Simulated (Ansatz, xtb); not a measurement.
# Relative energy of two isomers of C4H5BrN2

Structure a is `Cn1cnc(Br)c1`, a singlet and structure b is `Cn1ccnc1Br`, a singlet. Both are isolated molecules in the gas phase, relaxed with PBE0-D3(BJ)/def2-SVP.

a (Å):

```xyz
12

C    -0.8313    0.9943    1.4130
C    -0.7570    0.8345   -1.0856
C     1.0736   -0.1732   -1.3890
C     0.9504   -0.0412   -0.0238
Br    2.4919   -0.9860   -2.2935
N    -0.2425    0.6146    0.1540
N     0.0174    0.3690   -2.0369
H    -0.1724    1.6824    1.9633
H    -1.7851    1.5029    1.2224
H    -1.0259    0.1103    2.0384
H    -1.7094    1.3452   -1.2320
H     1.5888   -0.3478    0.7998
```

b (Å):

```json
{"atom": "C", "x (Å)": "-0.4815", "y (Å)": "0.9999", "z (Å)": "1.4812"}
{"atom": "C", "x (Å)": "-0.8183", "y (Å)": "-0.1451", "z (Å)": "-0.7413"}
{"atom": "C", "x (Å)": "-0.0098", "y (Å)": "-0.3152", "z (Å)": "-1.8382"}
{"atom": "C", "x (Å)": "1.1307", "y (Å)": "0.7851", "z (Å)": "-0.4364"}
{"atom": "Br", "x (Å)": "2.4854", "y (Å)": "1.7289", "z (Å)": "0.4306"}
{"atom": "N", "x (Å)": "-0.0727", "y (Å)": "0.5708", "z (Å)": "0.1671"}
{"atom": "N", "x (Å)": "1.2065", "y (Å)": "0.2734", "z (Å)": "-1.6303"}
{"atom": "H", "x (Å)": "0.1653", "y (Å)": "0.5616", "z (Å)": "2.2552"}
{"atom": "H", "x (Å)": "-0.4357", "y (Å)": "2.0953", "z (Å)": "1.5664"}
{"atom": "H", "x (Å)": "-1.5140", "y (Å)": "0.6731", "z (Å)": "1.6540"}
{"atom": "H", "x (Å)": "-1.8362", "y (Å)": "-0.4594", "z (Å)": "-0.5232"}
{"atom": "H", "x (Å)": "-0.2416", "y (Å)": "-0.8318", "z (Å)": "-2.7683"}
```

Energies in hartree; the thermal terms are from GFN2-xTB frequencies at re-optimised GFN2-xTB minima (ideal gas, soft modes damped towards free rotors, one conformer each, 298.15 K, 1 atm) and include the zero-point energy:

```
                               a            b
E, CCSD(T)/def2-SVP  −2836.326141  −2836.325159
    E, MP2/def2-SVP  −2836.254401  −2836.253697
  E, MP2/def2-TZVPP  −2837.099203  −2837.098813
  zero-point energy      0.086544      0.086562
       H(298 K) − E      0.094376      0.094374
       G(298 K) − E      0.054013      0.054108
```

Q: Correct the CCSD(T) difference for the basis set by the MP2 change, then work out ΔE, ΔE₀, ΔH and ΔG for a → b in kJ/mol (1 Eh = 2625.50 kJ/mol) and the equilibrium ratio [b]/[a].

A: 1. Differences b − a: CCSD(T) +0.000982, MP2 in the small set +0.000704, MP2 in the large set +0.000390 Eh.
2. ΔE = +0.000982 + (+0.000390 − (+0.000704)) = +0.000668 Eh = +1.75 kJ/mol.
3. ΔE₀ = ΔE + ΔZPE = +0.000668 + (+0.000018) Eh = +1.80 kJ/mol.
4. ΔH = ΔE + (−0.000002) Eh = +1.75 kJ/mol.
5. ΔG = ΔE + (+0.000095) Eh = +2.00 kJ/mol, so ΔS = (ΔH − ΔG)/T = −0.9 J/(mol K).
6. kT = 0.9442 mEh, so K = [b]/[a] = exp(−ΔG/kT) = exp(−0.81) ≈ 0.45.

The two are too close for this level to say which is favoured. An error of 4 kJ/mol in ΔG would change K by a factor of 5. Mirror images and further conformers aren't counted.

As drawn, both hold the same kinds of bond in the same numbers.

Other levels gave ΔE = −2.8 (GFN2-xTB); +1.2 (HF/STO-3G, GFN2-xTB geometries); −1.4 (r2SCAN-D4/def2-SVP, GFN2-xTB geometries); +1.4 (PBE0-D3(BJ)/def2-SVP); +5.7 (HF/def2-SVP); +1.8 (MP2/def2-SVP); +2.6 (CCSD(T)/def2-SVP) kJ/mol. The correlated steps freeze 15 core orbitals; the filled d shell of Br is correlated, in a basis made for valence electrons. Programs: Ansatz 0.2.0, xtb 6.7.1.
